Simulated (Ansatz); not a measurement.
Cost and result for the atomization energy of C3H7ClSi, SMILES `C=CC[SiH2]Cl` (12 atoms, 11 bonds).

Z-matrix (Å, degrees):
```
C
C 1 1.491
Si 1 1.874 2 108.5
H 1 1.094 2 111.6 3 -119.2
H 1 1.094 2 111.7 3 119.8
C 2 1.328 1 125.2 3 97.4
H 2 1.088 1 116.0 3 -79.8
Cl 3 2.062 1 110.3 2 172.9
H 3 1.482 1 110.2 2 -68.2
H 3 1.483 1 110.7 2 53.9
H 6 1.083 2 121.3 1 -177.8
H 6 1.086 2 121.6 1 2.7
```

Total charge 0; spin multiplicity 1. Geometry: relaxed with PBE0-D4/def2-TZVP. It is one conformer, not always the lowest. Program: Ansatz. All runs use 4 threads of an Intel Xeon 6975P-C on a shared host. Times are those of one run each, without the atoms' runs, and a repeat can differ threefold. Electronic energies, without spin–orbit coupling; frozen cores. CCSD(T)/CBS adds CCSD(T) − MP2 in def2-TZVPP to the MP2 limit, and its time is that of the two runs behind it. T1 = 0.010. B3LYP takes the VWN-RPA correlation (the form of Gaussian; ORCA's B3LYP/G).

CCSD(T)/CBS is a level of theory with its own doubt, some kJ/mol a heavy atom from the limit and from the frozen cores, so smaller differences don't rank the functionals.

| level | functions | wall time |
| --- | --- | --- |
| PBE-D4/def2-TZVPP (with forces) | 275 | 1.6 s |
| PBE0-D4/def2-TZVPP | 275 | 1.9 s |
| CAM-B3LYP-D4/def2-TZVPP | 275 | 2.2 s |
| CCSD(T)/def2-SVP | 113 | 2.6 s |
| r2SCANh-D4/def2-TZVPP | 275 | 2.9 s |
| B3LYP-D4/def2-TZVPP (with forces) | 275 | 3.1 s |
| B2PLYP/def2-TZVPP | 275 | 3.4 s |
| B97M-V/def2-TZVPP | 275 | 4.2 s |
| ωB97X-V/def2-TZVPP | 275 | 4.2 s |
| ωB97M-V/def2-TZVPP (with forces) | 275 | 6 s |
| MP2/def2-QZVPP | 521 | 15 s |
| CCSD(T)/def2-TZVPP | 275 | 47 s |
| CCSD(T)/CBS(def2) | – | 62 s |

Q: What atomization energy does each give, and how far from CCSD(T)/CBS? (Estimate.)

A: The calculation gave: 
```
                            level  atomization (kJ/mol)  difference from CCSD(T)/CBS  per bond
  PBE-D4/def2-TZVPP (with forces)                4613.6                         66.4       6.0
               PBE0-D4/def2-TZVPP                4565.6                         18.4       1.7
          CAM-B3LYP-D4/def2-TZVPP                4555.5                          8.3       0.7
                 CCSD(T)/def2-SVP                4322.0                       -225.2     -20.5
            r2SCANh-D4/def2-TZVPP                4542.6                         -4.6      -0.4
B3LYP-D4/def2-TZVPP (with forces)                4543.0                         -4.2      -0.4
                B2PLYP/def2-TZVPP                4497.2                        -50.0      -4.5
                B97M-V/def2-TZVPP                4567.3                         20.1       1.8
               ωB97X-V/def2-TZVPP                4557.1                          9.9       0.9
 ωB97M-V/def2-TZVPP (with forces)                4561.8                         14.6       1.3
                   MP2/def2-QZVPP                4557.8                         10.6       1.0
               CCSD(T)/def2-TZVPP                4438.9                       -108.3      -9.8
                CCSD(T)/CBS(def2)                4547.2                          0.0       0.0
```

At CCSD(T), def2-SVP lies −225.2 kJ/mol from the extrapolated value and def2-TZVPP −108.3 kJ/mol: correlation converges slowly with the basis, and small sets miss more of it in the bonded molecule than in its fragments. In def2-TZVPP, CCSD(T) changes the Hartree–Fock value by +989.1 kJ/mol (the triples alone add +59.9 kJ/mol) and MP2 by +1044.1 kJ/mol; breaking electron pairs costs correlation energy, which Hartree–Fock lacks. Leaving LDA and LC-ωPBE aside and taking each functional with its dispersion term where it has one, the values, not all of them listed here, spread over 162.3 kJ/mol, from BHLYP-D4 to PBE-D4. LDA lies +539.3 kJ/mol from PBE without D4, its usual overbinding.
